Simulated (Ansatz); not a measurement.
Mulliken charges of CH7GeN, SMILES `N[CH2][GeH3]` from PBE/def2-TZVPP in Ansatz (PBE0-D4/def2-TZVP geometry).

| atom | x (Å) | y (Å) | z (Å) | charge (e) |
| --- | --- | --- | --- | --- |
| N1 | -1.383 | 0.339 | -0.553 | -0.336 |
| C2 | 0.027 | 0.645 | -0.365 | -0.192 |
| Ge3 | 0.847 | -0.687 | 0.826 | 0.106 |
| H4 | -1.502 | -0.547 | -1.026 | 0.145 |
| H5 | -1.836 | 1.043 | -1.123 | 0.137 |
| H6 | 0.620 | 0.706 | -1.290 | 0.102 |
| H7 | 0.118 | 1.613 | 0.134 | 0.105 |
| H8 | 0.567 | -2.097 | 0.267 | -0.027 |
| H9 | 0.254 | -0.587 | 2.239 | -0.015 |
| H10 | 2.372 | -0.480 | 0.893 | -0.025 |

Problem. By hand: the dipole of these point charges (1 e Å = 4.8032 D).

Solution. Σ q r = (0.077, 0.072, -0.140) e Å, of length 0.175 e Å = 0.84 D.

Problem. How does the dipole of the full density compare? (An estimate is asked.)

Solution. Ansatz gave: (-0.012, 0.121, -0.313) e Å, 1.61 D; the point charges give 0.52 times that, at 29° from its direction.

Point charges leave out the atoms' own dipoles, such as those of lone pairs, and Mulliken's split depends on the basis, so the two needn't agree.
